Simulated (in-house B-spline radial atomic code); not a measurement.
The numbers below are computed, except where a source is named.
# Softness against transferability: the 3s channel of Ca

Ca, [Ar] 4s2, non-relativistic PBE, spherical and spin-unpolarised, from an all-electron radial atomic-structure program (B-spline basis) (atomic units). The all-electron 3s level is ε = -1.715687 hartree, its outermost node lies just inside 0.46 bohr and its outer maximum at 0.99 bohr.

Troullier-Martins pseudo-orbitals are made for several radii. The cutoffs (hartree) are the plane-wave energies beyond which the orbital holds less than the named kinetic energy per electron. The phase error is the difference, pseudo minus all-electron, of arctan(R P'/P) at R = 1.69 bohr for all radii, half a hartree below and above the level.

```csv
r_c (bohr),V_l(0) (hartree),cutoff for 10 mEh,for 1 mEh,for 0.1 mEh,phase error at ε − 0.5 (mrad),at ε + 0.5 (mrad)
0.74,-24.20,67.7,194,356,-5.3,-1.6
0.86,-2.16,42,94.7,170,-2.9,-0.8
0.99,4.79,20.5,50.4,90.9,-2.1,-0.5
1.12,3.91,20,48.8,87.1,-2.4,-0.6
1.25,1.78,17.8,42.7,74.9,-4.0,-1.1
1.39,-0.02,15,35.6,60.1,-8.1,-2.1
```

Problem. Which radius needs the lowest cutoff for 0.1 mEh while both phase errors stay within 4.1 mrad?

Solution. The radii within that limit are 0.86, 0.99, 1.12, 1.25 bohr; of these r_c = 1.25 needs the least, 74.9 hartree, that is 150 Ry or 2038 eV.

Problem. What does the larger radius buy, and what does it cost?

Solution. From r_c = 0.74 to 1.39 bohr the cutoff for 1 mEh goes from 194 to 35.6 hartree, a factor of 5.45, against 3.53 for a pure 1/r_c² scaling, end to end; step by step it is 194, 94.7, 50.4, 48.8, 42.7, 35.6, and for 0.1 mEh 356, 170, 90.9, 87.1, 74.9, 60.1; the number of plane waves goes as the cutoff to the power 3/2, here a factor of 12.7. The larger of the two phase errors is least at r_c = 0.99 bohr, 2.1 mrad; it is 5.3 at the smallest radius and 8.1 at the largest. These errors test the reference atom alone. The smallest radius lies well inside the outer maximum, where the nodeless form must bend sharply to keep the norm, so it is both harder and scatters less well than the next. Large radii also let the cores of neighbours overlap, which an atom doesn't show.
